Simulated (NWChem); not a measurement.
System: GeSiH₄S, singlet; SMILES [SiH3][Ge][SH]

Input file for NWChem:

```
start job
memory heap 200 mb stack 900 mb global 1100 mb
geometry units angstroms noautoz
  Ge    -0.732647     0.180896    -0.567409
  S      0.802001     1.500927     0.404908
  H      0.149415     2.689145     0.216289
  Si     0.671250    -1.816902    -0.089262
  H      1.972262    -1.545148     0.624503
  H      0.982249    -2.518028    -1.391111
  H     -0.131679    -2.789578     0.742788
end
basis spherical
  Ge library def2-svp
  S library def2-svp
  H library def2-svp
  Si library def2-svp
end
dft
  xc b3lyp
  grid fine
  iterations 150
  mulliken
end
task dft gradient
```

Parts of the log:

```
             Northwest Computational Chemistry Package (NWChem) 7.3.0
             --------------------------------------------------------

 CS  symmetry detected

                             Geometry "geometry" -> ""
                             -------------------------

 Output coordinates in angstroms (scale by  1.889725989 to convert to a.u.)

  No.       Tag          Charge          X              Y              Z
 ---- ---------------- ---------- -------------- -------------- --------------
    1 Ge                  32.0000    -0.84627825    -0.17924514     0.00000000
    2 S                   16.0000     0.96469792    -1.50717283     0.00000000
    3 H                    1.0000     0.29943314    -2.70330423     0.00000000
    4 Si                  14.0000     0.61863471     1.83191826     0.00000000
    5 H                    1.0000     2.10238202     1.55909168     0.00000000
    6 H                    1.0000     0.29151817     2.67398330     1.21120708
    7 H                    1.0000     0.29151817     2.67398330    -1.21120708

 Effective nuclear repulsion energy (a.u.)     302.4770582216

      Symmetry information
      --------------------

 Group name             Cs
 Group number              2
 Group order               2
 No. of unique centers     6

                                 NWChem DFT Module
                                 -----------------

 Summary of "ao basis" -> "ao basis" (spherical)
 ------------------------------------------------------------------------------
       Tag                 Description            Shells   Functions and Types
 ---------------- ------------------------------  ------  ---------------------
 Ge                         def2-svp                12       32   5s4p3d
 S                          def2-svp                 8       18   4s3p1d
 H                          def2-svp                 3        5   2s1p
 Si                         def2-svp                 8       18   4s3p1d

      Symmetry analysis of basis
      --------------------------

        a'         61
        a"         27

            General Information
            -------------------
          SCF calculation type: DFT
          Wavefunction type:  closed shell.
          No. of atoms     :     7
          No. of electrons :    66
           Alpha electrons :    33
            Beta electrons :    33
          Charge           :     0
          Spin multiplicity:     1
          Use of symmetry is: on ; symmetry adaption is: on
          Maximum number of iterations: 150
          AO basis - number of functions:    88
                     number of shells:    40
          Convergence on energy requested:  1.00D-06
          Convergence on density requested:  1.00D-05
          Convergence on gradient requested:  5.00D-04

              XC Information
              --------------
                         B3LYP Method XC Potential
                     Hartree-Fock (Exact) Exchange  0.200
                        Slater Exchange Functional  0.800 local
                    Becke 1988 Exchange Functional  0.720 non-local
              Lee-Yang-Parr Correlation Functional  0.810
                  VWN I RPA Correlation Functional  0.190 local

             Grid Information
             ----------------
          Grid used for XC integration:  fine
          Radial quadrature: Mura-Knowles
          Angular quadrature: Lebedev.
          Tag              B.-S. Rad. Rad. Pts. Rad. Cut. Ang. Pts.
          ---              ---------- --------- --------- ---------
          Ge                  1.25      140          10.0       974
          S                   1.00      123          12.0       770
          H                   0.35       60          13.0       590
          Si                  1.10      123          12.0       770
          Grid pruning is: on
          Number of quadrature shells:   566
          Spatial weights used:  Erf1

      Superposition of Atomic Density Guess
      -------------------------------------

 Sum of atomic energies:       -2763.12646919

      Non-variational initial energy
      ------------------------------

 Total energy =   -2763.665482
 1-e energy   =   -4450.340268
 2-e energy   =    1384.197727
 HOMO         =      -0.206837
 LUMO         =      -0.062830

      Symmetry analysis of molecular orbitals - initial
      -------------------------------------------------

  Numbering of irreducible representations:

     1 a'          2 a"

  Orbital symmetries:

     1 a'          2 a'          3 a'          4 a'          5 a'
     6 a'          7 a"          8 a'          9 a'         10 a'
    11 a'         12 a"         13 a'         14 a'         15 a'
    16 a"         17 a'         18 a"         19 a'         20 a'
    21 a'         22 a'         23 a"         24 a"         25 a'
    26 a'         27 a'         28 a'         29 a"         30 a'
    31 a"         32 a'         33 a'         34 a"         35 a'
    36 a'         37 a'         38 a"         39 a'         40 a'
    41 a'         42 a'         43 a'

     ---------------------------------------------
      Total Density - Mulliken Population Analysis
     ---------------------------------------------

    Atom       Charge   Shell Charges
 -----------   ------   -------------------------------------------------------
    1 Ge  32    31.51   2.00  2.00  2.00  1.34  0.54  6.00  5.98  0.75  0.83  8.14  1.80  0.13
    2 S   16    16.50   2.00  1.99  1.21  0.65  5.94  1.79  2.88  0.03
    3 H    1     0.80   0.58  0.20  0.03
    4 Si  14    13.98   2.00  1.99  1.05  0.33  5.94  1.16  1.41  0.09
    5 H    1     1.07   0.69  0.37  0.01
    6 H    1     1.07   0.69  0.37  0.01
    7 H    1     1.07   0.69  0.37  0.01

   convergence    iter        energy       DeltaE   RMS-Dens  Diis-err
 ---------------- ----- ----------------- --------- --------- ---------
 d= 0,ls=0.0,diis     1  -2766.6616002316 -3.07D+03  1.30D-02  3.13D-01
 d= 0,ls=0.0,diis     2  -2766.6576544964  3.95D-03  9.07D-03  2.40D-01
 d= 0,ls=0.0,diis     3  -2766.6923279673 -3.47D-02  3.44D-03  8.41D-02
 d= 0,ls=0.0,diis     4  -2766.7073016151 -1.50D-02  3.33D-04  2.27D-03
 d= 0,ls=0.0,diis     5  -2766.7074642175 -1.63D-04  9.76D-05  6.88D-05
  Resetting Diis
 d= 0,ls=0.0,diis     6  -2766.7074698973 -5.68D-06  3.14D-05  5.18D-06
 d= 0,ls=0.0,diis     7  -2766.7074706957 -7.98D-07  9.78D-06  1.94D-07

         Total DFT energy =    -2766.707470695663
      One electron energy =    -4451.094628792824
           Coulomb energy =     1509.063894125334
    Exchange-Corr. energy =     -127.153794249748
 Nuclear repulsion energy =      302.477058221574

 Numeric. integr. density =       65.999999525191

                  Occupations of the irreducible representations
                  ----------------------------------------------

                     irrep           alpha         beta
                     --------     --------     --------
                     a'               25.0         25.0
                     a"                8.0          8.0

                       DFT Final Molecular Orbital Analysis
                       ------------------------------------

 Vector   31  Occ=2.000000D+00  E=-3.015444D-01  Symmetry=a'
              MO Center=  2.6D-01, -2.9D-01,  1.4D-13, r^2= 4.3D+00
   Bfn.  Coefficient  Atom+Function         Bfn.  Coefficient  Atom+Function
  ----- ------------  ---------------      ----- ------------  ---------------
    43      0.382159  2 S  px                40      0.296652  2 S  px
    13      0.257043  1 Ge py                 4      0.211532  1 Ge s
    44     -0.193964  2 S  py                16      0.189089  1 Ge py
    37      0.167786  2 S  px                41     -0.164160  2 S  py
    64     -0.157557  4 Si py                10     -0.147625  1 Ge py

 Vector   32  Occ=2.000000D+00  E=-2.857114D-01  Symmetry=a"
              MO Center=  7.2D-01, -1.3D+00, -5.1D-15, r^2= 2.3D+00
   Bfn.  Coefficient  Atom+Function         Bfn.  Coefficient  Atom+Function
  ----- ------------  ---------------      ----- ------------  ---------------
    45      0.584717  2 S  pz                42      0.419886  2 S  pz
    39      0.239664  2 S  pz                17      0.167337  1 Ge pz
    14      0.147778  1 Ge pz                11     -0.086859  1 Ge pz
    80     -0.059557  6 H  s                 85      0.059557  7 H  s
    79     -0.057913  6 H  s                 84      0.057913  7 H  s

 Vector   33  Occ=2.000000D+00  E=-2.347074D-01  Symmetry=a'
              MO Center= -3.9D-01,  1.4D-01, -6.4D-14, r^2= 4.2D+00
   Bfn.  Coefficient  Atom+Function         Bfn.  Coefficient  Atom+Function
  ----- ------------  ---------------      ----- ------------  ---------------
     4      0.309541  1 Ge s                 12     -0.300122  1 Ge px
    15     -0.270349  1 Ge px                 5      0.258943  1 Ge s
    67      0.222504  4 Si py                64      0.208430  4 Si py
    43      0.194767  2 S  px                13     -0.185566  1 Ge py
     3     -0.179221  1 Ge s                  9      0.169424  1 Ge px

[...]

                         DFT ENERGY GRADIENTS

    atom               coordinates                        gradient
                 x          y          z           x          y          z
   1 Ge     -1.599234  -0.338724   0.000000   -0.001010   0.000338   0.000000
   2 S       1.823015  -2.848144   0.000000    0.003516   0.005878   0.000000
   3 H       0.565847  -5.108504   0.000000   -0.002885  -0.004179   0.000000
   4 Si      1.169050   3.461824   0.000000   -0.001860  -0.005948   0.000000
   5 H       3.972926   2.946256   0.000000    0.004324  -0.000639   0.000000
   6 H       0.550889   5.053096   2.288849   -0.001043   0.002275   0.003169
   7 H       0.550889   5.053096  -2.288849   -0.001043   0.002275  -0.003169
```

Level: B3LYP/def2-SVP. Low-valent species are run as closed-shell singlets; no triplet was tried in these runs. The geometry was optimised at PBE-D3(BJ)/def2-SVP.
